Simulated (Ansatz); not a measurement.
Ansatz (a first-principles code) input (HF/6-31G*):

Ansatz 0.2 input:
```yaml
crystal:
  periodic: [false, false, false]
  atoms:
    - {symbol: N, position_ang: [-0.00000000, -0.00000000, -0.99207681]}
    - {symbol: P, position_ang: [0.00000000, 0.00000000, 0.46296918]}
basis:
  gaussian:
    orbitals: 6-31G*
hamiltonian:
  xc: {name: HF}
phonons: {temperatures: {t_min: 298.15, t_max: 298.15, t_step: 100}}
```

Output:

```
Functional definition: HF
integrals: 0.00 GiB planned
329 factors; integrals over basis functions are off by at most 2.2e-4 eV
mean field: 0.05 GiB planned
mean field evaluation 1: about -10748.7532 eV, gradient 3.6e1 eV
mean field evaluation 2: about -10748.7626 eV, gradient 3.6e1 eV
mean field evaluation 4: about -10751.8915 eV, gradient 2.1e0 eV
mean field evaluation 8: about -10751.9194 eV, gradient 4.3e-4 eV
mean field -10751.91936178 eV, -395.1257486329 hartree, gradient 8.9e-6 eV, S^2 0.000000; 0 other end points of the search recorded, 0 dependent functions left out
the calculation of the forces begins
reference -10751.91936178 eV, -395.1257486329 hartree; 11, 11 occupied and 23, 23 virtual orbitals, 329 factors
these checks for a lower state are left out or cut short: stability, starts, cluster_reference, orbital_swaps, neighbouring_geometries, increment
integrals: 0.00 GiB planned
329 factors; integrals over basis functions are off by at most 2.2e-4 eV
mean field: 0.05 GiB planned
mean field evaluation 16: about -10751.9194 eV, gradient 8.3e-5 eV
mean field -10751.91936178 eV, -395.1257486329 hartree, gradient 4.5e-7 eV, S^2 0.000000; 0 other end points of the search recorded, 0 dependent functions left out
the calculation of the forces begins
reference -10751.91936178 eV, -395.1257486329 hartree; 11, 11 occupied and 23, 23 virtual orbitals, 329 factors
these checks for a lower state are left out or cut short: stability, starts, cluster_reference, orbital_swaps, neighbouring_geometries, increment
integrals: 0.00 GiB planned
329 factors; integrals over basis functions are off by at most 2.2e-4 eV
mean field: 0.05 GiB planned
mean field -10751.91936178 eV, -395.1257486329 hartree, gradient 4.5e-7 eV, S^2 0.000000; 0 other end points of the search recorded, 0 dependent functions left out
the calculation of the forces begins
reference -10751.91936178 eV, -395.1257486329 hartree; 11, 11 occupied and 23, 23 virtual orbitals, 329 factors
these checks for a lower state are left out or cut short: stability, starts, cluster_reference, orbital_swaps, neighbouring_geometries, increment
integrals: 0.00 GiB planned
329 factors; integrals over basis functions are off by at most 2.2e-4 eV
mean field: 0.05 GiB planned
mean field evaluation 32: about -10751.9194 eV, gradient 2.5e-6 eV
mean field -10751.91936178 eV, -395.1257486329 hartree, gradient 4.5e-7 eV, S^2 0.000000; 0 other end points of the search recorded, 0 dependent functions left out
the calculation of the forces begins
reference -10751.91936178 eV, -395.1257486329 hartree; 11, 11 occupied and 23, 23 virtual orbitals, 329 factors
these checks for a lower state are left out or cut short: stability, starts, cluster_reference, orbital_swaps, neighbouring_geometries, increment
integrals: 0.00 GiB planned
329 factors; integrals over basis functions are off by at most 2.2e-4 eV
mean field: 0.05 GiB planned
mean field -10751.91936178 eV, -395.1257486329 hartree, gradient 4.5e-7 eV, S^2 0.000000; 0 other end points of the search recorded, 0 dependent functions left out
the calculation of the forces begins
reference -10751.91936178 eV, -395.1257486329 hartree; 11, 11 occupied and 23, 23 virtual orbitals, 329 factors
these checks for a lower state are left out or cut short: stability, starts, cluster_reference, orbital_swaps, neighbouring_geometries, increment
integrals: 0.00 GiB planned
329 factors; integrals over basis functions are off by at most 2.2e-4 eV
mean field: 0.05 GiB planned
mean field -10751.91908081 eV, -395.1257383072 hartree, gradient 2.6e-6 eV, S^2 0.000000; 0 other end points of the search recorded, 0 dependent functions left out
the calculation of the forces begins
reference -10751.91908081 eV, -395.1257383072 hartree; 11, 11 occupied and 23, 23 virtual orbitals, 329 factors
these checks for a lower state are left out or cut short: stability, starts, cluster_reference, orbital_swaps, neighbouring_geometries, increment
integrals: 0.00 GiB planned
329 factors; integrals over basis functions are off by at most 2.2e-4 eV
mean field: 0.05 GiB planned
mean field -10751.91908325 eV, -395.1257383969 hartree, gradient 9.5e-7 eV, S^2 0.000000; 0 other end points of the search recorded, 0 dependent functions left out
the calculation of the forces begins
reference -10751.91908325 eV, -395.1257383969 hartree; 11, 11 occupied and 23, 23 virtual orbitals, 329 factors
these checks for a lower state are left out or cut short: stability, starts, cluster_reference, orbital_swaps, neighbouring_geometries, increment
integrals: 0.00 GiB planned
329 factors; integrals over basis functions are off by at most 2.2e-4 eV
mean field: 0.05 GiB planned
mean field -10751.91936178 eV, -395.1257486329 hartree, gradient 4.5e-7 eV, S^2 0.000000; 0 other end points of the search recorded, 0 dependent functions left out
the calculation of the forces begins
reference -10751.91936178 eV, -395.1257486329 hartree; 11, 11 occupied and 23, 23 virtual orbitals, 329 factors
these checks for a lower state are left out or cut short: stability, starts, cluster_reference, orbital_swaps, neighbouring_geometries, increment
integrals: 0.00 GiB planned
329 factors; integrals over basis functions are off by at most 2.2e-4 eV
mean field: 0.05 GiB planned
mean field evaluation 64: about -10751.9193 eV, gradient 1.1e-1 eV
mean field -10751.91936178 eV, -395.1257486329 hartree, gradient 4.5e-7 eV, S^2 0.000000; 0 other end points of the search recorded, 0 dependent functions left out
the calculation of the forces begins
reference -10751.91936178 eV, -395.1257486329 hartree; 11, 11 occupied and 23, 23 virtual orbitals, 329 factors
these checks for a lower state are left out or cut short: stability, starts, cluster_reference, orbital_swaps, neighbouring_geometries, increment
integrals: 0.00 GiB planned
329 factors; integrals over basis functions are off by at most 2.2e-4 eV
mean field: 0.05 GiB planned
mean field -10751.91936178 eV, -395.1257486329 hartree, gradient 4.5e-7 eV, S^2 0.000000; 0 other end points of the search recorded, 0 dependent functions left out
the calculation of the forces begins
reference -10751.91936178 eV, -395.1257486329 hartree; 11, 11 occupied and 23, 23 virtual orbitals, 329 factors
these checks for a lower state are left out or cut short: stability, starts, cluster_reference, orbital_swaps, neighbouring_geometries, increment
integrals: 0.00 GiB planned
329 factors; integrals over basis functions are off by at most 2.2e-4 eV
mean field: 0.05 GiB planned
mean field -10751.91936178 eV, -395.1257486329 hartree, gradient 4.5e-7 eV, S^2 0.000000; 0 other end points of the search recorded, 0 dependent functions left out
the calculation of the forces begins
reference -10751.91936178 eV, -395.1257486329 hartree; 11, 11 occupied and 23, 23 virtual orbitals, 329 factors
these checks for a lower state are left out or cut short: stability, starts, cluster_reference, orbital_swaps, neighbouring_geometries, increment
integrals: 0.00 GiB planned
329 factors; integrals over basis functions are off by at most 2.2e-4 eV
mean field: 0.05 GiB planned
mean field -10751.91908325 eV, -395.1257383969 hartree, gradient 9.5e-7 eV, S^2 0.000000; 0 other end points of the search recorded, 0 dependent functions left out
the calculation of the forces begins
reference -10751.91908325 eV, -395.1257383969 hartree; 11, 11 occupied and 23, 23 virtual orbitals, 329 factors
these checks for a lower state are left out or cut short: stability, starts, cluster_reference, orbital_swaps, neighbouring_geometries, increment
integrals: 0.00 GiB planned
329 factors; integrals over basis functions are off by at most 2.2e-4 eV
mean field: 0.05 GiB planned
mean field evaluation 96: about -10751.9191 eV, gradient 2.5e-6 eV
mean field -10751.91908081 eV, -395.1257383072 hartree, gradient 2.6e-6 eV, S^2 0.000000; 0 other end points of the search recorded, 0 dependent functions left out
the calculation of the forces begins
reference -10751.91908081 eV, -395.1257383072 hartree; 11, 11 occupied and 23, 23 virtual orbitals, 329 factors
Total energy: -10751.91936178 eV, -395.1257486329 hartree
Atom 0 at    -0.000000    -0.000000    -0.992077 Å, force     0.000000    -0.000000     0.000010 eV/Å
Atom 1 at     0.000000     0.000000     0.462969 Å, force    -0.000000     0.000000    -0.000010 eV/Å
Dipole moment:     0.000000     0.000000     0.608140 e Å
Vibrations: 1588.69 cm⁻¹, zero-point energy 0.098486 eV
```

The blocks after the first are displaced geometries, from whose forces the wavenumbers follow.
